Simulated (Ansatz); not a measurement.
`F[SiH2][SiH2]F`. Charge 0, multiplicity 1. Geometry: relaxed with PBE0-D4/def2-TZVP. It is one conformer, not always the lowest.

```xyz
8

F    -2.178    0.534    0.308
Si   -1.041   -0.302   -0.461
Si    1.041    0.303    0.460
F     2.175   -0.553   -0.292
H    -1.324   -1.748   -0.275
H    -1.121    0.030   -1.906
H     1.337    1.744    0.254
H     1.111   -0.009    1.910
```

(1) What is the dipole moment at ωB97M-V/def2-TZVPP? (Best estimate.)

(2) Give the Mulliken charges with ωB97M-V, B3LYP, PBE in def2-TZVPP. (An estimate is asked.)

Results:

(1) Computed: 0.02 D, zero by symmetry or nearly so.

(2) Ansatz gave: 
```
atom  ωB97M-V  B3LYP    PBE
  F1    -0.32  -0.33  -0.29
 Si2     0.39   0.48   0.41
 Si3     0.39   0.48   0.41
  F4    -0.32  -0.33  -0.29
  H5    -0.03  -0.07  -0.06
  H6    -0.03  -0.07  -0.06
  H7    -0.03  -0.07  -0.06
  H8    -0.03  -0.07  -0.06
```

B3LYP here is the variant with VWN-RPA as its local correlation; programs differ in this.
